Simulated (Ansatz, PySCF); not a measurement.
Isomers of CHNO: 1 is N=C=O, 2 is N#CO; one conformer of each (the lowest of an xTB search), B3LYP-D3(BJ)/def2-TZVP minima.
Isomer 1 (charge 0, multiplicity 1):
```xyz
4

N     -0.65593     0.25972     0.29531
C      0.48834     0.05404    -0.03880
O      1.62372    -0.02891    -0.28166
H     -1.45614    -0.28486     0.02515
```
Isomer 2 (charge 0, multiplicity 1):
```xyz
4

N      1.618    -0.096    -0.052
C      0.483     0.065     0.075
O     -0.777     0.299     0.270
H     -1.325    -0.269    -0.293
```

Quantity: the electronic energy of isomer 2 less that of isomer 1.

No zero-point or thermal terms.

Correlated levels freeze the cores. CBS(a, b) extrapolates the correlation energy as X⁻³ and adds the Hartree–Fock energy of set b.

Codes used: Ansatz (a program for electronic structure) with Gaussian orbitals; PySCF for the dispersion terms. Each number belongs to the level named beside it.

Costs are ratios of core time to PBE/def2-TZVPP (roughly 1.5 s), for whole runs (searches for the state included, and forces where a run took them) on one shared machine, so rough; each difference counts from 102.7 kJ/mol (CCSD(T)/CBS(cc-pVTZ, cc-pVQZ), a level with limits of its own).

```tsv
level	basis functions	cost
SVWN5/def2-TZVPP	107	×0.8
BLYP-D3(BJ)/def2-TZVPP	107	×0.8
CCSD(T)/cc-pVDZ	47	×1
PBE/def2-TZVPP	107	×1
PBE0/def2-TZVPP	107	×1
PBE0-D3(BJ)/def2-TZVPP	107	×1
revPBE/def2-TZVPP	107	×1
revPBE-D3(BJ)/def2-TZVPP	107	×1
B3LYP-D3(BJ)/def2-TZVPP	107	×1
B2PLYP-D3(BJ)/def2-TZVPP	107	×2
CCSD(T)/cc-pVTZ	104	×7
CCSD(T)/cc-pVQZ	195	×50
```

Problem. Which is the cheapest listed level whose difference stays within 4.2 kJ/mol?

Solution. CCSD(T)/cc-pVDZ (-4.2 kJ/mol, cost ×1).

Problem. With a budget of 30 times the cost of PBE/def2-TZVPP, which level comes closest?

Solution. CCSD(T)/cc-pVTZ, at -2.8 kJ/mol; next is CCSD(T)/cc-pVDZ at -4.2 kJ/mol.

Problem. What does the step from CCSD(T)/cc-pVTZ to CCSD(T)/cc-pVQZ cost and buy?

Solution. 104 to 195 functions, cost ×7 (rough); the difference goes from -2.8 to -0.9 kJ/mol.

Each difference (kJ/mol): SVWN5/def2-TZVPP 29.6; BLYP-D3(BJ)/def2-TZVPP 21.1; CCSD(T)/cc-pVDZ -4.2; PBE/def2-TZVPP 24.7; PBE0/def2-TZVPP 18.7; PBE0-D3(BJ)/def2-TZVPP 18.8; revPBE/def2-TZVPP 23.3; revPBE-D3(BJ)/def2-TZVPP 23.7; B3LYP-D3(BJ)/def2-TZVPP 17.0; B2PLYP-D3(BJ)/def2-TZVPP 11.7; CCSD(T)/cc-pVTZ -2.8; CCSD(T)/cc-pVQZ -0.9.
